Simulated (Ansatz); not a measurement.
```xyz
23

C     0.336    2.087    1.543
C     0.084    1.995    0.053
N     0.197    0.657   -0.490
C     0.026    0.630   -1.925
Ge   -0.263   -0.835    0.447
C    -2.058   -1.055    1.117
F     0.817   -0.923    1.814
O     0.111   -2.227   -0.569
C     1.454   -2.512   -0.901
H     1.317    1.688    1.804
H    -0.409    1.536    2.123
H     0.285    3.130    1.861
H     0.814    2.628   -0.470
H    -0.906    2.427   -0.178
H    -0.925    1.083   -2.245
H     0.834    1.189   -2.414
H     0.051   -0.394   -2.300
H    -2.333   -0.208    1.746
H    -2.115   -1.972    1.703
H    -2.755   -1.119    0.281
H     2.052   -2.727   -0.010
H     1.457   -3.394   -1.545
H     1.929   -1.686   -1.443
```

Total charge 0; spin multiplicity 1.

Problem. List the CAM-B3LYP/def2-TZVPP orbital energies in eV (Ansatz 0.2.0). (Best estimate.)

Solution. The calculation gave: Occupied: -10852.78, -1356.87, -1207.86, -1207.83, -1207.81, -672.34, -522.23, -391.25, -279.82, -279.57, -279.37, -278.89, -278.54, -171.85, -122.22, -122.15, -122.08, -36.18, -35.89, -35.72, -35.69, -35.67, -32.76, -29.28, -26.81, -22.80, -21.71, -20.42, -20.12, -18.72, -16.38, -14.99, -14.84, -14.55, -14.15, -13.95, -13.67, -13.30, -13.22, -13.11, -12.68, -12.65, -12.24, -11.66, -11.56, -11.33, -10.72, -10.06, -9.51, -7.80. Lowest empty: 1.58, 2.18, 2.34, 2.49, 3.14, 3.22, 3.46, 3.64.
